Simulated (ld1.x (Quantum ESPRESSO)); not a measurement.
**tungsten: one change to a TM potential, before and after**

W, norm-conserving Troullier–Martins (Kleinman–Bylander form), made with ld1.x (Quantum ESPRESSO) 7.5 (PBEsol, scalar-relativistic). Core [Xe] 4f14, reference 5d4 6s0 6p0 (charge +2). Waves: 6p (bound, empty): rc 1.20 bohr; 5d (bound): rc 1.65 bohr; 6s (bound, empty): rc 2.10 bohr. Local part: the s channel. Core correction: Bessel-smoothed model core inside 0.85 bohr.

Change: wave 6s (bound): rc 2.10 bohr becomes 6s (bound): rc 2.88 bohr.

Cutoffs: the cutoffs (Ry, on a coarse ladder) from which the occupation-weighted sum of valence levels, in a spherical-Bessel basis at the reference potential, stays within 10 and 1 mRy of its value at 400 Ry; they do not see the model core or the augmentation charge, which bear on the density cutoff. Errors are all-electron minus pseudo energies relative to the spin-unpolarised reference configuration.

Problem. Predict the effect on cutoff, ghosts and configuration errors.

Solution. The potential gets neither clearly harder nor softer (30 Ry and 45 Ry → 30 Ry and 45 Ry); both files keep a bound ghost (p); of the 6 tests that both files solve, the error grows in 5 and shrinks in 0 by more than 15 % and 0.3 meV (median size 15.3 → 27.1 meV). More of the atom is replaced by a form fitted at one configuration, so other configurations suffer.

```csv
quantity,base,changed
"cutoff, loose",30 Ry,30 Ry
"cutoff, tight",45 Ry,45 Ry
bound ghosts,p,p
"tests counted (converged, no solver errors)",6 of 7,6 of 7
"error for 5d4 6s2 6p0, meV [ΔE -24.62 eV]",-14,-29
"error for 5d4 6s1 6p0, meV [ΔE -15.70 eV]",-4.4,-8.7
"error for 5d3 6s0 6p0, meV [ΔE 25.40 eV]",-157,-163
"error for 5d5 6s1 6p0, meV [ΔE -23.08 eV]",-45,-54
"error for 5d4 6s1.5 6p0, meV [ΔE -20.97 eV]",-9.3,-18
"error for 5d4.5 6s1.5 6p0, meV [ΔE -23.92 eV]",-16,-26
```

Base: The cutoffs count occupied waves only; the empty 6p level needs 45 Ry at the loose tolerance. Tests not counted: 5d3 6s2 6p1 (solver errors, printed error -2.5 eV). The 6p radius (1.20 bohr) lies inside the outermost node of the all-electron wave (1.51 bohr), which a nodeless pseudo-wave cannot match soundly. Changed file: The cutoffs count occupied waves only; the empty 6p level needs 45 Ry at the loose tolerance. Tests not counted: 5d3 6s2 6p1 (solver errors, printed error -2.6 eV). The 6p radius (1.20 bohr) lies inside the outermost node of the all-electron wave (1.51 bohr), which a nodeless pseudo-wave cannot match soundly. A true bound ghost makes a file unfit for plane-wave use even where its test errors are small: the radial tests pick states by their node count and pass the ghost by. Where a test does run into it, the solver fails or the error is huge.
